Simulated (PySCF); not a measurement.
## WCl3, quartet: structure and spectrum

Computed with UPBE0 in PySCF with W def2-TZVP with ECP60, Cl def2-TZVP; scalar-relativistic core potentials, no spin–orbit coupling; density-fitted integrals.

The structure is a minimum.

```xyz
4
charge 0 multiplicity 4, angstrom
W     0.0000    0.0000    0.0000
Cl    2.2491    0.0000    0.0000
Cl   -1.1245    1.9477    0.0000
Cl   -1.1245   -1.9477    0.0000
```

* Point group: D3h
* Bond lengths: W–Cl 2.249 Å (×3)
* Bond angles: Cl–W–Cl 120.0° (×3)
* Lowest empty level (α): -2.95 eV
* Zero-point energy: 9.0 kJ/mol
* Rotational constants: 0.06354, 0.06354, 0.03177 cm⁻¹
* Principal polarisabilities: 54.8, 85.6, 85.6 bohr³
* Atomisation energy without zero-point energy: 1301 kJ/mol
* Entropy at 298.15 K and 1 bar (electronic part: spin only): 354.6 J/(mol K)
* Heat capacity Cp at 298.15 K: 75.9 J/(mol K)
* Principal quadrupole moments (Buckingham, traceless) about the centre of mass: -1.50, -1.50, 3.00 D Å
* Enthalpy at 298.15 K above 0 K: 18.18 kJ/mol
* Highest occupied level (α): -6.68 eV
* Rotational symmetry number: 6
* Spin squared ⟨S²⟩: 3.765
* Dipole moment: 0.00 D

Harmonic modes (masses in u: W 183.951, Cl 34.969):
```tsv
symmetry	ω (cm⁻¹)	IR (km/mol, summed over degenerate members)	μ (u)	type
a2''	77	2.4	49.54	bend
e'	97	0.2	38.81	bend
a1'	400	0.0	34.97	stretch
e'	421	156	43.45	stretch
```

In D3h the vibrations span a2'' + 2e' + a1'. The a1' mode carries no infrared intensity, as symmetry demands.

Charges (e):
| atom | Mulliken | Löwdin | polar tensor | spin (Mulliken) | Mayer order to W1 |
| --- | --- | --- | --- | --- | --- |
| W1 | 0.90 | -0.23 | 1.42 | 2.97 | – |
| Cl2,3,4 | -0.30 | 0.08 | -0.47 | 0.01 | 1.15 |

Mulliken populations on W1 (electrons outside its core potential): s 2.59, p 6.30, d 4.16, f 0.06.

Formally W is in oxidation state +3, d3, with 3 unpaired electrons (the high-spin count). The Mulliken spin on W is 2.97. The polar-tensor charge on W, 1.42, is far below the formal one.

This need not be the most stable arrangement of these atoms. Open d and f shells are described by one determinant, and the ground state may have another occupation or spin. No spin–orbit coupling is included, which matters more the heavier the element.

The final relaxation and frequency run took 77 s on 4 threads of a shared Arm Neoverse V1 host, with 151 basis functions and 8 gradients; the process peaked at 1.5 GiB. Launch command: `OMP_NUM_THREADS=4 python axn.py task.json out`.
